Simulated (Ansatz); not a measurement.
Geometry optimisation of Si(OH)4 (SiO4H4).

```yaml
crystal:
  periodic: [false, false, false]
  atoms:
    - {symbol: Si, position_ang: [0.000730, -0.000810, -0.000020]}
    - {symbol: O, position_ang: [-0.018220, 0.084330, 1.622690]}
    - {symbol: H, position_ang: [-0.841290, 0.286640, 2.057190]}
    - {symbol: O, position_ang: [1.563130, -0.015340, -0.445640]}
    - {symbol: H, position_ang: [2.160060, 0.591540, -0.018020]}
    - {symbol: O, position_ang: [-0.863330, 1.264590, -0.541260]}
    - {symbol: H, position_ang: [-1.124140, 1.277770, -1.457180]}
    - {symbol: O, position_ang: [-0.677890, -1.333550, -0.633980]}
    - {symbol: H, position_ang: [-0.199060, -2.155160, -0.583770]}
basis:
  gaussian: {orbitals: def2-SVP}
hamiltonian: {xc: pbe, dispersion: d4}
scf: {omitted_lower_state_checks: [starts]}
output: {orbitals: {seedname: orbitals}}
relax: {f_tol: 0.02, max_steps: 100}
```

```sh
$ ansatz run in.yaml --threads 4 --pin off --events-out ev --progress --plain --max-ram 3916MiB
```

It prints (some lines left out):

```
Functional definition: PBE
mean field -16114.15759043 eV, -592.1843688799 hartree, gradient 1.8e-5 eV, S^2 0.000000; 0 other end points of the search recorded, 0 dependent functions left out
relax step   1: F+E_penalty+E_count = -16114.33460500 eV  Δ(F+E_penalty+E_count) = +0.000e0 eV  max|allowed force component| = 1.119e0 eV/Å  Δτ_max = 0.0000 Å  (24 SCF iters, accepted)
mean field -16114.25944653 eV, -592.1881120227 hartree, gradient 7.9e-6 eV, S^2 0.000000; 0 other end points of the search recorded, 0 dependent functions left out
relax step   2: F+E_penalty+E_count = -16114.43542402 eV  Δ(F+E_penalty+E_count) = -1.008e-1 eV  max|allowed force component| = 6.859e-1 eV/Å  Δτ_max = 0.0242 Å  (26 SCF iters, accepted)
mean field -16114.29981540 eV, -592.1895955514 hartree, gradient 7.9e-6 eV, S^2 0.000000; 0 other end points of the search recorded, 0 dependent functions left out
relax step   3: F+E_penalty+E_count = -16114.47464308 eV  Δ(F+E_penalty+E_count) = -3.922e-2 eV  max|allowed force component| = 1.418e-1 eV/Å  Δτ_max = 0.0220 Å  (25 SCF iters, accepted)
mean field -16114.30711756 eV, -592.1898639008 hartree, gradient 8.3e-6 eV, S^2 0.000000; 0 other end points of the search recorded, 0 dependent functions left out
relax step   4: F+E_penalty+E_count = -16114.48178368 eV  Δ(F+E_penalty+E_count) = -7.141e-3 eV  max|allowed force component| = 1.158e-1 eV/Å  Δτ_max = 0.0163 Å  (26 SCF iters, accepted)
mean field -16114.31649697 eV, -592.1902085875 hartree, gradient 1.4e-5 eV, S^2 0.000000; 0 other end points of the search recorded, 0 dependent functions left out
relax step   5: F+E_penalty+E_count = -16114.49111370 eV  Δ(F+E_penalty+E_count) = -9.330e-3 eV  max|allowed force component| = 1.125e-1 eV/Å  Δτ_max = 0.0462 Å  (25 SCF iters, accepted)
mean field -16114.32031258 eV, -592.1903488089 hartree, gradient 5.8e-6 eV, S^2 0.000000; 0 other end points of the search recorded, 0 dependent functions left out
relax step   6: F+E_penalty+E_count = -16114.49510336 eV  Δ(F+E_penalty+E_count) = -3.990e-3 eV  max|allowed force component| = 1.607e-2 eV/Å  Δτ_max = 0.0614 Å  (26 SCF iters, accepted)
mean field -16114.32092238 eV, -592.1903712185 hartree, gradient 9.4e-6 eV, S^2 0.000000; 0 other end points of the search recorded, 0 dependent functions left out
relax step   7: F+E_penalty+E_count = -16114.49570858 eV  Δ(F+E_penalty+E_count) = -6.052e-4 eV  max|allowed force component| = 1.413e-2 eV/Å  Δτ_max = 0.0360 Å  (25 SCF iters, accepted)
mean field -16114.32092238 eV, -592.1903712185 hartree, gradient 9.4e-6 eV, S^2 0.000000; 0 other end points of the search recorded, 0 dependent functions left out
Total energy: -16114.49573692 eV, -592.1967955341 hartree
Atom 0 at    -0.000052    -0.000015    -0.000048 Å, force    -0.000238     0.000258     0.000208 eV/Å
Atom 1 at     0.009435     0.092420     1.662983 Å, force    -0.012808     0.007185     0.009279 eV/Å
Atom 2 at    -0.813482     0.457758     2.032792 Å, force     0.012604    -0.004425    -0.003662 eV/Å
Atom 3 at     1.598325    -0.041740    -0.466650 Å, force     0.013374     0.007211     0.009072 eV/Å
Atom 4 at     2.182517     0.476533     0.114336 Å, force    -0.007055    -0.008590    -0.008693 eV/Å
Atom 5 at    -0.898822     1.299570    -0.526919 Å, force    -0.007892     0.000313    -0.013856 eV/Å
Atom 6 at    -1.261126     1.179280    -1.422259 Å, force     0.002877     0.002624     0.011909 eV/Å
Atom 7 at    -0.709163    -1.350279    -0.669558 Å, force     0.008159    -0.014133    -0.003203 eV/Å
Atom 8 at    -0.107642    -2.113517    -0.724665 Å, force    -0.009020     0.009557    -0.001053 eV/Å
Dipole moment:     0.000155     0.000022     0.000085 e Å
Checks for a lower state left out: starts
```

Run time 6 s (4 threads of Arm Neoverse V1 on a shared host).
